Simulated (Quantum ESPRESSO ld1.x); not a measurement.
The technetium ion Tc2+, configuration [Kr] 4d4 5p1 (not the ground configuration). Method: Dirac Kohn-Sham, relativistic LDA (MacDonald-Vosko exchange, VWN5 correlation), spin-unpolarised, spherical densities, point nucleus; open shells fill j = l - 1/2 first; computed with ld1.x of Quantum ESPRESSO 7.5.

Unscreened Slater integrals over Kohn-Sham orbitals (cm^-1). Large and small components are both included. Empty in this configuration: 4d5/2.

\begin{tabular}{lr}
integral & value \\ \hline
F0(5p1/2,5p1/2) & 61924 \\
F0(5p1/2,4d3/2) & 75734 \\
G1(5p1/2,4d3/2) & 11249 \\
F0(5p1/2,4p3/2) & 78359 \\
G2(5p1/2,4p3/2) & 5003.5 \\
F0(5p1/2,4p1/2) & 78566 \\
G0(5p1/2,4p1/2) & 3896.6 \\
F0(5p1/2,4d5/2) & 75634 \\
G3(5p1/2,4d5/2) & 9557.9 \\
F0(4d3/2,4d3/2) & 128650 \\
F2(4d3/2,4d3/2) & 64416 \\
F0(4d3/2,4p3/2) & 144820 \\
F2(4d3/2,4p3/2) & 71096 \\
G1(4d3/2,4p3/2) & 89016 \\
G3(4d3/2,4p3/2) & 54305 \\
F0(4d3/2,4p1/2) & 146110 \\
G1(4d3/2,4p1/2) & 88204 \\
F0(4d3/2,4d5/2) & 128080 \\
F2(4d3/2,4d5/2) & 64127 \\
G2(4d3/2,4d5/2) & 64104 \\
G4(4d3/2,4d5/2) & 41890 \\
F0(4p3/2,4p3/2) & 168870 \\
F2(4p3/2,4p3/2) & 88613 \\
F0(4p3/2,4p1/2) & 170970 \\
G2(4p3/2,4p1/2) & 89523 \\
F0(4p3/2,4d5/2) & 143990 \\
F2(4p3/2,4d5/2) & 70469 \\
G1(4p3/2,4d5/2) & 88005 \\
G3(4p3/2,4d5/2) & 53674 \\
F0(4p1/2,4p1/2) & 173170 \\
F0(4p1/2,4d5/2) & 145250 \\
G3(4p1/2,4d5/2) & 53078 \\
F0(4d5/2,4d5/2) & 127510 \\
F2(4d5/2,4d5/2) & 63850 \\
F4(4d5/2,4d5/2) & 41720 \\
\end{tabular}
